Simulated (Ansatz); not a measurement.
A made-up structure of NH3Te, closed shell:

```
5
angstrom
N -0.1728 -0.4760 -0.1786
Te 0.3333 0.8267 0.7390
H -1.0966 -0.5179 0.1940
H 0.5831 -1.0790 0.0643
H 0.3530 1.2463 -0.8187
```

It is relaxed with PBE-D4/def2-SVP and then PBE0-D4/def2-TZVP (Ansatz 0.2.0). Atoms count as bonded within 1.22 times the sum of their covalent radii (H–H: 0.88 Å). The end point is not checked to be a true minimum.

(1) Does its bonding change? (Judge from chemistry; the calculation decides.)

## Answers

(1) Computed: Yes. Formed: none; broken: Te2–H3, Te2–H4.

Where it ends: The first stage lowers the energy by 4.90 eV in 8 steps. It ends as NH₃Te ([NH2][TeH]):
```xyz
5
angstrom
N -0.2296 -0.6580 -0.1275
Te 0.4191 1.1104 0.6242
H -1.1426 -0.8770 0.2489
H 0.4124 -1.3964 0.1288
H 0.5407 1.8210 -0.8744
```

Labels in which every atom is bracketed show which atoms are joined, not bond orders.

For scale, one of the runs: PBE0-D4/def2-TZVP relaxation, 99 basis functions, launched by `ansatz run in.yaml --threads 2 --pin off --events-out ev --progress --plain --max-ram 4352MiB`. The run took about 11 s on 2 CPU threads of an Arm Neoverse V1 (shared host).
